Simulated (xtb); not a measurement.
xtb input (GFN-FF):

```bash
xtb mol.xyz --gfnff --opt tight --chrg 1 --uhf 0
```
mol.xyz:
```
3

Bi     0.28230581    -0.01155045     0.34260263
Cl     0.69099065     0.32528590    -1.96358521
Cl    -2.06930726    -0.26889250     0.29087824
```

End of the output:

```
         :::::::::::::::::::::::::::::::::::::::::::::::::::::
         ::                     SUMMARY                     ::
         :::::::::::::::::::::::::::::::::::::::::::::::::::::
         :: total energy               1.328489116185 Eh    ::
         :: gradient norm              0.007263096505 Eh/a0 ::
         ::.................................................::
         :: bond energy               -0.077547961517 Eh    ::
         :: angle energy               0.002721557696 Eh    ::
         :: torsion energy             0.000000000000 Eh    ::
         :: repulsion energy           0.008353850192 Eh    ::
         :: electrostat energy         1.396561428536 Eh    ::
         :: dispersion energy         -0.001599758722 Eh    ::
         :: HB energy                  0.000000000000 Eh    ::
         :: XB energy                  0.000000000000 Eh    ::
         :: bonded atm energy          0.000000000000 Eh    ::
         :: external energy            0.000000000000 Eh    ::
         :: add. restraining           0.000000000000 Eh    ::
         :: total charge               1.000000000000 e     ::
         :::::::::::::::::::::::::::::::::::::::::::::::::::::

           -------------------------------------------------
          |                Property Printout                |
           -------------------------------------------------

molecular dipole:
                 x           y           z       tot (Debye)
 q only:       -0.351       0.014      -0.426       1.404
           -------------------------------------------------
          |                Geometry Summary                 |
           -------------------------------------------------

      molecular mass/u    :      279.8862743
   center of mass at/Å    :        0.0528400      -0.0021619       0.0641260
  moments of inertia/u·Å² :        0.1340965E+03   0.2378713E+03   0.3719678E+03
rotational constants/cm⁻¹ :        0.1257127E+00   0.7086870E-01   0.4532014E-01

 * 2 selected distances

     #   Z          #   Z                                           value/Å
     1  83 Bi       2  17 Cl                                      2.4264394 (min)
     1  83 Bi       3  17 Cl                                      2.4264394 (max)

 * 1 distinct bonds (by element types)

   Z      Z             #   av. dist./Å        max./Å        min./Å
  17 Cl  83 Bi          2     2.4264394     2.4264394     2.4264394

optimized geometry written to: xtbopt.xyz

           -------------------------------------------------
          | TOTAL ENERGY                1.328489116185 Eh   |
          | GRADIENT NORM               0.007263096505 Eh/α |
           -------------------------------------------------
########################################################################
[WARNING] Runtime exception occurred
-1- gfnff_setup: Could not read topology file.
########################################################################

------------------------------------------------------------------------
------------------------------------------------------------------------
 total:
 SCF:
 ANC optimizer:
Note: The following floating-point exceptions are signalling: IEEE_UNDERFLOW_FLAG IEEE_DENORMAL
normal termination of xtb
```

It need not be the lowest isomer of its formula.
